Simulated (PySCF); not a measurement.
## How methods differ on the ionisation energy of Rb²⁰⁺

Rb²⁰⁺ [Ne] 3s2 3p5 (2P) → Rb²¹⁺ [Ne] 3s2 3p4 (3P), as a difference of total energies. All numbers are calculated (PySCF 2.14, scalar relativity by spin-free X2C-1e, in an uncontracted even-tempered set (18 s from 1.9 bohr⁻², ratio 2.5; 12 p from 2.4 bohr⁻², ratio 2.5; 5 d from 13 bohr⁻², ratio 2.7; 4 f from 20 bohr⁻², ratio 2.7)). Correlated levels: outer shells: 1s2 frozen; virtual orbitals above 40 to 60 times the deepest correlated orbital energy dropped. The calculations carry no spin-orbit coupling.

```
                method  ionisation energy (eV)
                   UHF                  908.38
                   LDA                  910.45
                   PBE                  910.38
                  PBE0                  910.37
                r2SCAN                  910.57
                 M06-L                  910.25
                 TPSSh                  910.45
    MP2 (outer shells)                  909.38
SCS-MP2 (outer shells)                  909.32
```

Question: How much does correlation contribute at MP2 (outer shells)?

Answer: 909.38 − (908.38) = 1.00 eV, measured against UHF.

Spin-orbit coupling is strong in these open shells (close to jj coupling). The scalar numbers leave it out and a first-order estimate fails, so it can dominate the gap to the real levels.

Breit and QED terms and the two-electron picture change are absent.

For comparison: 905.3 ± 1 eV (semi-empirical (NIST evaluation); NIST Atomic Spectra Database, ionization energies).
